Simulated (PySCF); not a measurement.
## Gas-phase XPS of `N[SiH](N)F`, computed

Species: FH5N2Si.
SMILES with atom numbers: `[NH2:1][SiH:2]([NH2:3])[F:4]`

Method: delta-SCF UKS SCAN, pcX-2 on the ionised atom, pcseg-1 elsewhere, spin-free X2C in PySCF. These are vertical core ionisation energies against the vacuum level, from separate self-consistent calculations with and without the core hole.

**Question.** List the computed XPS lines with their assignment.

**Answer.** 
```
atom(s)             environment     level  binding energy (eV)  2p1/2 (eV)  count
  N1/N3  silicon-bound nitrogen      N 1s               404.98           –      2
    Si2  fluorine-bound silicon  Si 2p3/2               107.91      108.53      1
    Si2  fluorine-bound silicon     Si 1s              1848.04           –      1
     F4  silicon-bound fluorine      F 1s               691.79           –      1
```

**Question.** Which effective nuclear charge Zeff reproduces each element's mean 1s value in the hydrogen-like formula E = 13.606 eV × Zeff²?

**Answer.** N (Z = 7): mean 405.0 eV, Zeff = 5.46, Z − Zeff = 1.54; F (Z = 9): mean 691.8 eV, Zeff = 7.13, Z − Zeff = 1.87; Si (Z = 14): mean 1848.0 eV, Zeff = 11.65, Z − Zeff = 2.35. Means run over the listed sites, weighted by atom count.

**Question.** Give the binding energy of Si 2p3/2 of Si2 in hartree and in kJ/mol.

**Answer.** 107.91 eV = 3.9656 Eh = 10412 kJ/mol.

Topologically equivalent atoms share the value of their first member; where this conformer doesn't relate them by symmetry, their own values could differ. Spin–orbit and ligand-field terms were added within each 2p shell after the spin-free SCF. 2p1/2 minus 2p3/2 (ligand field included): Si 0.63 eV. The structure is a single PBE0-D3(BJ)/def2-SVP conformer in the gas phase; no vibrational or solvent corrections.

The values belong to the conformer `[NH2:1][SiH:2]([NH2:3])[F:4]`: H–N1–Si2–N3 47°, H–N1–Si2–N3 -161°, H–N3–Si2–N1 52°, H–N3–Si2–N1 -159°.
